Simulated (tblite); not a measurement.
Species: C3H7ClO3Si.
Numbering: `[OH:1][Si@H:2]1[O:3][CH2:4][C@@H:5]([Cl:6])[CH2:7][O:8]1` (hydrogens: H9 on O1; H10 on Si2; H11, H12 on C4; H13 on C5; H14, H15 on C7)

Computed with GFN2-xTB (tblite), gas phase: L-BFGS steps from a force-field or distance-geometry start until the largest atomic force falls under 0.01 eV/Å.

Geometry at step 4:
```
atom  x, y, z in Å
O1      2.8371    0.3891    0.8742
Si2     1.5397    0.4876   -0.0595
O3      0.9732   -0.9989   -0.4142
C4     -0.3470   -1.1511   -0.8213
C5     -1.3449   -0.4327    0.0850
Cl6    -1.4365   -1.2693    1.6652
C7     -0.9887    1.0383    0.2978
O8      0.3199    1.2315    0.7258
H9      2.7645   -0.0618    1.7149
H10     1.8596    1.2081   -1.2787
H11    -0.4586   -0.7483   -1.8350
H12    -0.5721   -2.2223   -0.8602
H13    -2.3512   -0.5145   -0.3272
H14    -1.6615    1.4875    1.0371
H15    -1.1377    1.5647   -0.6532
```

Problem. Give the atomic forces at this geometry.

Solution. 
| atom | Fx (eV/Å) | Fy (eV/Å) | Fz (eV/Å) |
| --- | --- | --- | --- |
| O1 | -0.006 | -0.002 | 0.003 |
| Si2 | -0.051 | 0.013 | -0.029 |
| O3 | 0.062 | -0.289 | -0.056 |
| C4 | -0.091 | 0.006 | -0.032 |
| C5 | -0.080 | -0.056 | 0.103 |
| Cl6 | 0.146 | 0.062 | -0.027 |
| C7 | -0.087 | -0.019 | -0.038 |
| O8 | -0.100 | 0.200 | 0.190 |
| H9 | 0.057 | 0.025 | -0.017 |
| H10 | 0.183 | 0.019 | 0.056 |
| H11 | -0.078 | 0.068 | -0.082 |
| H12 | 0.039 | 0.004 | 0.097 |
| H13 | -0.018 | 0.050 | -0.125 |
| H14 | 0.071 | -0.061 | 0.058 |
| H15 | -0.048 | -0.020 | -0.099 |

The largest, 0.30 eV/Å, acts on O3 (O8 within 3 % of it); the rms over all components is 0.089 eV/Å. The forces sum to zero within rounding, as they must for an isolated molecule in no field.

Problem. Give the force on O3 in Eh/bohr and in nN.

Solution. 0.301 eV/Å ÷ 51.422 = 0.00585 Eh/bohr, and 0.301 eV/Å × 1.602 = 0.48 nN.

Problem. How far is this geometry from the end of the optimisation?

Solution. 0.043 eV above it, and 0.134 Å rms away after alignment. The bonds farthest from their final lengths, with half the difference of the two atoms' forces along the bond (positive lengthens):

| bond | now (Å) | final (Å) | force along bond (eV/Å) |
| --- | --- | --- | --- |
| C5–Cl6 | 1.790 | 1.784 | -0.09 |
| Si2–O3 | 1.630 | 1.636 | +0.12 |
| Si2–O8 | 1.630 | 1.636 | +0.11 |
| C4–H11 | 1.096 | 1.099 | +0.03 |
| Si2–H10 | 1.452 | 1.449 | -0.01 |
| C7–H15 | 1.097 | 1.099 | +0.02 |

The angle farthest from its final value is O1–Si2–H10, 110.0° against 105.1°.

What follows is the cost of the whole relaxation. Time: 0.6 s wall. Hardware: an Arm Neoverse N1 with one thread, shared host.
